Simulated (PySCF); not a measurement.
**C (carbon, neutral): UHF calculation**

Configuration: [He] 2s2 2p2, high-spin 3P determinant. All numbers are calculated (PySCF 2.14, scalar relativity by spin-free X2C-1e, in Sapporo-DZP-2012 (4s3p1d, 18 functions)).

```json
{"Total energy": "-37.698463 hartree", "One-electron energy": "-50.4667 hartree", "Hartree (Coulomb) energy": "17.8496 hartree", "Exchange energy": "-5.0814 hartree", "⟨S²⟩": "2.0080", "⟨L²⟩": "2.016", "Sum of ⟨r⟩": "7.112 bohr", "Sum of ⟨r²⟩": "13.56 bohr²", "Traceless quadrupole moment −½Σ⟨3z² − r²⟩ along its main axis": "1.45 e·bohr²", "Langevin diamagnetic susceptibility": "-10.7 ×10⁻⁶ cm³/mol", "Time after the integrals": "0.04 s of wall time on 1 thread of Neoverse-V2 (shared host)"}
```

| shell | electrons | mean orbital energy (eV) | rms radius, mean of both spins (bohr) |
| --- | --- | --- | --- |
| 1s α | 1 | -308.77 | 0.312 |
| 1s β | 1 | -307.56 | 0.312 |
| 2s α | 1 | -22.504 | 1.75 |
| 2s β | 1 | -15.870 | 1.75 |
| 2p α | 2 | -11.844 | 1.90 |
